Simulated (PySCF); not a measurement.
Species: C₈H₁₀Si.
Numbering: `[CH3:1][C:2]#[C:3][C:4]#[C:5]/[CH:6]=[CH:7]\[CH2:8][SiH3:9]` (hydrogens: H10, H11, H12 on C1; H13 on C6; H14 on C7; H15, H16 on C8; H17, H18, H19 on Si9)

The same species was optimised twice, with GFN2-xTB and with PBE0-D3(BJ)/def2-SVP (PySCF), and the same property calculations (PySCF, gas phase) were run on both structures.

```tsv
coordinate	GFN2-xTB	PBE0-D3(BJ)/def2-SVP	change
C6=C7 (Å)	1.338	1.352	+0.014
C5–C6 (Å)	1.401	1.414	+0.013
C8–Si9 (Å)	1.914	1.901	-0.013
C3–C4 (Å)	1.354	1.367	+0.013
C2≡C3 (Å)	1.208	1.220	+0.012
C4≡C5 (Å)	1.213	1.225	+0.012
C1–C2 (Å)	1.442	1.449	+0.007
C7–C8 (Å)	1.482	1.484	+0.002
C6–C7–C8 (°)	124.4	125.3	+0.9
C7–C8–Si9 (°)	110.4	111.1	+0.7
C5–C6–C7 (°)	123.4	123.8	+0.4
C3–C4–C5 (°)	180.0	179.7	-0.3
C2–C3–C4 (°)	179.7	179.8	+0.1
C4–C5–C6 (°)	179.8	179.7	-0.1
C1–C2–C3 (°)	179.8	179.9	+0.1
C6–C7–C8–Si9 (°)	95	93	-2
```

Rotational constants: A = 2453, B = 489.3, C = 425.2 MHz (GFN2-xTB) against A = 2438, B = 478.7, C = 416.7 MHz (PBE0-D3(BJ)/def2-SVP). Point groups within 0.08 Å: C1 and C1. Atoms that the bonding makes alike are paired by their places after alignment.

On the GFN2-xTB structure: HOMO (eV) -6.26 [PBE0/pcSseg-1]; LUMO (eV) -1.23 [PBE0/pcSseg-1]; dipole (D) 0.87 [PBE0/pcSseg-1]; GIAO shielding of C1 (ppm) 180.7 [PBE0/pcSseg-1]; GIAO shielding of C2 (ppm) 96.0 [PBE0/pcSseg-1]; GIAO shielding of C3 (ppm) 114.8 [PBE0/pcSseg-1]; GIAO shielding of C4 (ppm) 93.2 [PBE0/pcSseg-1]; GIAO shielding of C5 (ppm) 111.8 [PBE0/pcSseg-1]; GIAO shielding of C6 (ppm) 74.1 [PBE0/pcSseg-1]; GIAO shielding of C7 (ppm) 31.8 [PBE0/pcSseg-1]; GIAO shielding of C8 (ppm) 168.6 [PBE0/pcSseg-1].

Question: What do these properties become on the PBE0-D3(BJ)/def2-SVP structure?

Answer: 
```csv
property,level,on GFN2-xTB,on PBE0-D3(BJ)/def2-SVP,change
HOMO (eV),PBE0/pcSseg-1,-6.26,-6.29,-0.03
LUMO (eV),PBE0/pcSseg-1,-1.23,-1.34,-0.11
dipole (D),PBE0/pcSseg-1,0.87,0.88,+0.01
"energy, GFN2-xTB geometry as zero (kcal/mol)",PBE0/pcSseg-1,0.0,-0.8,-0.8
GIAO shielding of C1 (ppm),PBE0/pcSseg-1,180.7,178.4,-2.2
GIAO shielding of C2 (ppm),PBE0/pcSseg-1,96.0,95.4,-0.6
GIAO shielding of C3 (ppm),PBE0/pcSseg-1,114.8,113.4,-1.4
GIAO shielding of C4 (ppm),PBE0/pcSseg-1,93.2,91.5,-1.7
GIAO shielding of C5 (ppm),PBE0/pcSseg-1,111.8,111.5,-0.3
GIAO shielding of C6 (ppm),PBE0/pcSseg-1,74.1,70.2,-3.9
GIAO shielding of C7 (ppm),PBE0/pcSseg-1,31.8,29.5,-2.3
GIAO shielding of C8 (ppm),PBE0/pcSseg-1,168.6,168.0,-0.6
```

The heavy atoms differ by 0.033 Å rms after alignment (one structure mirrored). Among bonds between heavy atoms C3–C4, C5–C6, C6=C7 and C8–Si9 change most and about equally (-0.013 to +0.014 Å). Changes are differences of the printed values. Neither structure is proved a minimum here.

Shape of the structure used: `[CH3:1][C:2]#[C:3][C:4]#[C:5]/[CH:6]=[CH:7]\[CH2:8][SiH3:9]`: C6–C7–C8–Si9 93°.
